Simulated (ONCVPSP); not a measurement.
u(r) = r·R(r): atom against pseudo-atom (chromium (Cr))

Columns: radius, all-electron u(r) and pseudo u(r) of the 3d shell (level -3.13 eV) of chromium in the configuration [Ne] 3s2 3p6 3d5 4s1; LDA (Perdew-Zunger), scalar-relativistic, ONCV scheme, ONCVPSP 4.0.1.

```tsv
r (bohr)	all-electron	pseudo
0.103	0.0486	0.0036
0.205	0.2021	0.0272
0.308	0.3878	0.0861
0.410	0.5488	0.1845
0.513	0.6688	0.3189
0.615	0.7451	0.4722
0.718	0.7858	0.6272
0.820	0.7990	0.7604
0.923	0.7934	0.8583
1.025	0.7755	0.9103
1.128	0.7497	0.9174
1.230	0.7197	0.8868
1.332	0.6875	0.8307
1.435	0.6542	0.7613
1.538	0.6211	0.6908
1.640	0.5891	0.6278
1.743	0.5579	0.5749
1.845	0.5284	0.5336
1.948	0.5000	0.5006
2.050	0.4734	0.4734
2.153	0.4480	0.4480
2.255	0.4242	0.4242
2.358	0.4016	0.4016
2.460	0.3805	0.3805
2.562	0.3606	0.3606
2.665	0.3417	0.3417
```

Q: How many radial nodes do the two functions have?

A: The all-electron 3d function has n − l − 1 = 0; the pseudo-wave has 0.

Q: At about which radius was the pseudo-wave matched?

A: 2.05 bohr, where the columns begin to agree (steps of 0.10 bohr).

Q: Where does each function peak?

A: Outermost all-electron maximum near 0.82 bohr, pseudo maximum near 1.13 bohr (to the table’s step).

Q: Is the pseudo-wave norm-conserving?

A: Yes: the ONCV scheme keeps the norm inside the radius equal to the all-electron one, which fixes the energy derivative of the logarithmic derivative at the level.
